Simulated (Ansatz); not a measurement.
Cost and result up the ladder for the cluster As₃S₃ (6 atoms). Charge 0, multiplicity 2. Geometry: PBE0-D4/def2-SVP.

Cartesian coordinates in Å:
```
As 0.188 1.133 1.292
As 0.668 -1.250 0.991
As -1.935 -0.240 -1.188
S 2.198 0.368 0.599
S -0.225 -1.665 -1.057
S -0.894 1.653 -0.637
```

Ansatz on 4 threads of Arm Neoverse V1 on a shared host. Times are rough, and most runs start from the orbitals of an earlier one. PBE0-D4/def2-TZVP serves as the yardstick here, not as an exact answer. Binding counts from free atoms at the same level (As quartet, S triplet; other spins of the atoms weren't run), without zero-point energy or a counterpoise term.

Correlated methods freeze 42 core orbitals; core or outer-core shells of As are correlated, in sets that lack core-valence functions. Another isomer (doublet) lies 0.30 eV lower at PBE0-D4/def2-TZVP; other spin states weren't run for this one.

Correlated methods converge slowly with the basis.

```csv
level,functions,binding energy per atom (eV),difference from PBE0-D4/def2-TZVP (eV)
MP2/def2-TZVP,255,2.64,-0.18
PBE-QIDH/def2-TZVP,255,2.68,-0.15
PBE0-D4/def2-TZVP,255,2.83,0.00
PBE-D4/def2-TZVP (with forces),255,3.04,0.21
B97M-V/def2-TZVP,255,2.87,0.04
r2SCAN-D4/def2-TZVP,255,2.84,0.01
```

Task: Estimate how long each takes.

Result: PBE-D4/def2-TZVP (with forces) 11 s; MP2/def2-TZVP 24 s; PBE0-D4/def2-TZVP 25 s; r2SCAN-D4/def2-TZVP 25 s; PBE-QIDH/def2-TZVP 31 s; B97M-V/def2-TZVP 36 s. On shared hardware such times vary by a factor of up to 3.
